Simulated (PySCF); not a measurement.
Species: C5H12S2Si.
SMILES with atom numbers: `[CH3:1][C@@H:2]1[SiH2:3][S:4][CH2:5][CH2:6][C@H:7]1[SH:8]`

NICS is the negative of the GIAO shielding at a point without a nucleus: at the ring centre (0) and 1 Å above and below it (1); zz is the component along the ring normal. Level: GIAO PBE0/pcSseg-1 (PySCF, non-relativistic, gas phase) on the GFN2-xTB geometry, one conformer.

Ring bond lengths (Å), with Mayer bond orders in brackets: C2–Si3 1.911 (0.86), Si3–S4 2.136 (0.98), S4–C5 1.831 (1.00), C5–C6 1.521 (1.01), C6–C7 1.527 (0.98), C7–C2 1.525 (0.96).

Give the NICS values of each ring in ppm.

| ring | type | NICS(0) | NICS(1), two faces | NICS(1)zz, two faces | rms pucker (Å) | centre to ring atoms, mean (Å) |
| --- | --- | --- | --- | --- | --- | --- |
| C2–Si3–S4–C5–C6–C7 | 6-membered ring with S and Si; formal bonds all single | -2.8 | -2.2 / -2.2 | 3.7 / 5.4 | 0.28 | 1.66 |

What can be read from them?

- C2–Si3–S4–C5–C6–C7: mean NICS(1)zz 4.5 ppm, deshielded. C2, Si3, C5, C6, C7 have four or more neighbours, and the NICS criterion for π rings isn't applied.
